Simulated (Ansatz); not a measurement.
Reaction (redistribution): `O[Si](O)(F)[SiH3]` + `B[SiH](B)F` → `B[Si](O)(F)[SiH3]` + `B[SiH](O)F`

Calculated with Ansatz (gas phase, PBE0-D4/def2-TZVP geometries, no zero-point term in ΔE). CBS: MP2 limit from def2 TZ/QZ plus the TZ coupled-cluster correction, frozen cores. DFT in def2-TZVPP. Each species was taken in one conformer, which may not be the lowest.

`O[Si](O)(F)[SiH3]`:

Z-matrix (Å, degrees):
```
Si
O 1 1.625
F 1 1.602 2 111.0
O 1 1.637 2 107.7 3 -116.6
Si 1 2.332 2 108.3 3 118.5
H 2 0.960 1 118.4 3 79.1
H 4 0.959 1 118.1 2 157.2
H 5 1.488 1 109.1 2 -180.0
H 5 1.486 1 110.6 2 -60.2
H 5 1.486 1 109.9 2 60.8
```

`B[SiH](B)F`:

Cartesian coordinates in Å:
```
B -0.410 0.041 -1.631
Si -0.102 -0.701 0.201
B 0.470 0.783 1.412
F -1.363 -1.531 0.768
H -1.467 0.005 -2.186
H 0.507 0.567 -2.190
H 1.041 -1.663 0.105
H -0.146 1.118 2.379
H 1.471 1.380 1.143
```

`B[Si](O)(F)[SiH3]`:

```xyz
11

B     1.232   -0.829   -1.449
Si    0.497    0.530   -0.173
O     1.585    0.787    1.031
F     0.189    1.939   -0.890
Si   -1.578   -0.199    0.697
H     0.997   -0.775   -2.619
H     1.824   -1.781   -1.036
H     1.341    1.386    1.739
H    -1.442   -1.554    1.297
H    -2.019    0.746    1.763
H    -2.624   -0.250   -0.360
```

`B[SiH](O)F`:

Cartesian coordinates in Å:
```
B 1.090 -0.262 0.801
Si -0.198 0.134 -0.698
O -1.596 0.771 -0.126
F -0.465 -1.279 -1.413
H 2.232 0.092 0.803
H 0.711 -0.878 1.756
H 0.234 1.076 -1.753
H -2.007 0.347 0.630
```

| level | ΔE (eV) |
| --- | --- |
| r2SCAN-D4 | 0.35 |
| ωB97X-V | 0.28 |
| PBE | 0.32 |
| PBE0 | 0.31 |
| SCS-MP2/def2-TZVPP | 0.24 |
| MP2/def2-QZVPP | 0.26 |
| HF/CBS(def2) | 0.25 |
| CCSD/CBS(def2) | 0.28 |

Q: What does CCSD(T)/CBS give? (An estimate is asked.)

A: The calculation gave: +0.28 eV. The listed levels differ from it by 0.07, 0.00, 0.04, 0.03, -0.04, -0.02, -0.03, 0.00 eV.

Largest T1 diagnostic among the species: 0.013.
